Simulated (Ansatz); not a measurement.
Stretching the Ge1–H2 bond in GeH4 (SMILES [GeH4]) (multiplicity 1 held, fragments rigid). Energies count from the point at 1.536 Å.
Geometry at that point (charge 0, multiplicity 1):
```xyz
5

Ge     0.00000     0.00000     0.00000
H     -0.61591    -0.88212    -1.09605
H      0.57332    -0.89073     1.11207
H     -1.08236     0.91831     0.58651
H      1.12495     0.85454    -0.60253
```

Restricted levels (R-, RO-) in cc, def2 and unpolarised 6-31G sets keep to the state of the molecule at rest. U- levels take the lowest unrestricted solution at each point, which mixes spins at long bonds. Active spaces are followed from a long bond inwards. Levels need not reach the same state.

Cores are frozen in the correlated methods. Filled d and f shells under p-block atoms count as core.

Codes used: Ansatz (Gaussian basis) for Hartree–Fock, density functionals and correlated methods. Each number belongs to the level named beside it.

Energies in kcal/mol.

```
R (Å)  R-B3LYP/cc-pVTZ  U-wB97X-V/cc-pVTZ  R-CCSD/cc-pVTZ  U-CCSD/cc-pVTZ  FIC-MRCISD+Q on CASSCF(2,2)/cc-pVTZ
-----  ---------------  -----------------  --------------  --------------  -----------------------------------
1.229             29.4               29.4            31.6            31.6                                 31.5
1.382              5.6                5.5             6.3             6.3                                  6.3
1.536              0.0                0.0             0.0             0.0                                  0.0
1.689              3.8                4.2             3.6             3.6                                  3.5
1.843             12.2                  …            12.0            12.0                                 11.8
2.073             28.1               30.4            28.1            28.1                                 27.6
2.304             44.5               48.4            44.3            44.7                                 43.4
2.688             68.4                  …            66.8            67.7                                 64.6
3.072             86.9               84.7            81.6            81.1                                 77.6
3.532            102.7               89.0            91.0            86.4                                 84.8
4.147            115.6               90.4            95.8            87.7                                 87.6
4.915            124.1                  …            97.4            87.9                                 88.3
```

Question: Complete the blanks.

Answer: 
- 4.915, U-wB97X-V/cc-pVTZ: 90.6
- 1.843, U-wB97X-V/cc-pVTZ: 13.2
- 2.688, U-wB97X-V/cc-pVTZ: 73.8

Doubts at one or more of the structures used: a restricted determinant that unrestricted orbitals would lower (R-B3LYP/cc-pVTZ, R-CCSD/cc-pVTZ); a spin-contaminated determinant (U-wB97X-V/cc-pVTZ, U-CCSD/cc-pVTZ); other coupled-cluster roots lie near (R-CCSD/cc-pVTZ); T1 above 0.05 (R-CCSD/cc-pVTZ, U-CCSD/cc-pVTZ).

Ansatz is an electronic-structure program.
